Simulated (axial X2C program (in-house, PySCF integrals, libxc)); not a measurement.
## Ionising MoH

Computed with an in-house all-electron X2C program for linear molecules (integrals from PySCF), spin-free (one-electron X2C) or two-component (2c: spin–orbit coupling with atomic mean-field Coulomb and Gaunt terms, which also bring small scalar terms), in Dyall basis sets with cores contracted in-house; open shells are unrestricted.

Basis sets: H dyall-v3z, Mo dyall-cv3z.

```
Hamiltonian  level         MoH state  Re (Å)  ωe (cm⁻¹)  De (eV)
  spin-free     HF  M_S = 5/2, Λ = 0   1.780     1598.5     1.26
  spin-free    M06  M_S = 5/2, Λ = 0   1.727     1727.8     2.53
  spin-free   PBE0  M_S = 5/2, Λ = 0   1.717     1758.7     2.36
         2c     HF           Ω = 5/2   1.780     1596.2     1.26
         2c    M06           Ω = 5/2   1.727     1725.6     2.53
         2c   PBE0           Ω = 5/2   1.717     1757.4     2.36
```

Adiabatic ionisation energy (minimum to minimum, no zero-point term) and constants of MoH⁺:

| Hamiltonian | level | MoH⁺ state | IE (eV) | Re (Å) | ωe (cm⁻¹) | De (eV) | fragments |
| --- | --- | --- | --- | --- | --- | --- | --- |
| spin-free | HF | M_S = 2, Λ = 0 | 6.88 | 1.710 | 1819.7 | 0.63 | Mo+ + H |
| spin-free | M06 | M_S = 2, Λ = 0 | 7.35 | 1.669 | 1939.2 | 2.02 | Mo+ + H |
| spin-free | PBE0 | M_S = 2, Λ = 0 | 7.70 | 1.665 | 1943.4 | 1.86 | Mo+ + H |
| 2c | HF | Ω = 2 | 6.88 | 1.710 | 1817.8 | 0.62 | Mo+ + H |
| 2c | M06 | Ω = 2 | 7.35 | 1.669 | 1937.8 | 2.02 | Mo+ + H |
| 2c | PBE0 | Ω = 2 | 7.69 | 1.665 | 1942.2 | 1.85 | Mo+ + H |

Task: Add the zero-point terms to the ionisation energy at PBE0, 2c, and say whether the electron removed was bonding.

Result: IE0 = IE + (ωe⁺ − ωe)/2 = 7.69 + (0.011) = 7.70 eV. Re changes by -0.052 Å, so the bond shortens, as on loss of an antibonding or a polarising non-bonding electron.

Task: Close the cycle De(MoH⁺) + IE(MoH) = De(MoH) + IE(Mo) to find the atomic ionisation energy at PBE0, 2c.

Result: IE(Mo) = 1.85 + 7.69 − 2.36 = 7.18 eV, for the determinants used.

Each entry is the lowest single determinant of a limited PBE0 search at one distance. De goes to single-determinant-based atoms at the same level (for ions the charge split of lowest energy) and is withheld (n/a) where an atom does not fit its ground term or J level. Main or longest-lived isotopes. One determinant is a doubtful description, or other states lie close, for MoH, MoH⁺; these need not be ground states, and all values refer to the states named. Some open-shell Ω = 0 determinants are out of reach, so the Ω given for MoH⁺ need not be the lowest component. With several unpaired electrons the Ω given is that of one determinant, not necessarily of the lowest component.
